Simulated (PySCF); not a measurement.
Zn(SeH)2 (H₂Se₂Zn), SMILES [SeH][Zn][SeH]. Atoms are numbered in the order given.

```xyz
5

Zn     0.0000     0.0000     0.0133
Se    -2.3071     0.0302     0.0242
H     -2.3395    -1.0140    -1.0218
Se     2.3071    -0.0302     0.0242
H      2.3395     1.0140    -1.0218
```
Charge 0, spin multiplicity 1.

Geometry: B3LYP-D3(BJ)/def2-SVP. The values are those of a single conformer.

Computed with TDA-LC-ωPBE/def2-SVPD (PySCF).

Vertical excitations. The molecule is in vacuum. State labels are in the subgroup C2.

Q: Estimate the UV-visible absorptions. (The exact figures need the calculation; the answer reports its results.)

A: 
```csv
state,symmetry,energy (eV),λ (nm),f,main pairs
S1,A,5.31,233,0.040,HOMO−1→LUMO 86 %
S2,B,5.31,233,0.042,HOMO→LUMO 86 %
S3,B,5.60,221,0.006,"HOMO→LUMO+1 30 %, HOMO−1→LUMO+2 28 %, HOMO→LUMO+4 10 %, HOMO−1→LUMO+6 8 %"
S4,A,5.62,221,0.006,"HOMO−1→LUMO+1 28 %, HOMO→LUMO+2 28 %, HOMO−1→LUMO+4 10 %, HOMO→LUMO+6 8 %"
S5,B,6.15,202,0.002,"HOMO−1→LUMO+2 34 %, HOMO→LUMO+1 30 %, HOMO−2→LUMO 27 %"
S6,B,6.32,196,0.004,"HOMO→LUMO+4 18 %, HOMO→LUMO+1 18 %, HOMO−1→LUMO+2 17 %, HOMO−1→LUMO+8 13 %"
S7,A,6.32,196,0.004,"HOMO→LUMO+2 32 %, HOMO−1→LUMO+4 16 %, HOMO→LUMO+8 14 %, HOMO→LUMO+3 9 %"
S8,A,6.36,195,0.001,"HOMO−1→LUMO+1 52 %, HOMO→LUMO+2 28 %"
S9,B,6.83,182,0.065,HOMO−2→LUMO+1 81 %
S10,A,6.87,180,0.000,HOMO−2→LUMO+2 86 %
T1,A,4.88,254,0,HOMO−1→LUMO 86 %
T2,B,4.88,254,0,HOMO→LUMO 86 %
T3,A,5.13,242,0,"HOMO−1→LUMO+1 20 %, HOMO→LUMO+2 18 %, HOMO−1→LUMO+4 15 %, HOMO→LUMO+6 12 %"
T4,B,5.13,242,0,"HOMO→LUMO+1 20 %, HOMO−1→LUMO+2 17 %, HOMO→LUMO+4 15 %, HOMO−1→LUMO+6 12 %"
```
Triplets are in the Tamm–Dancoff approximation.
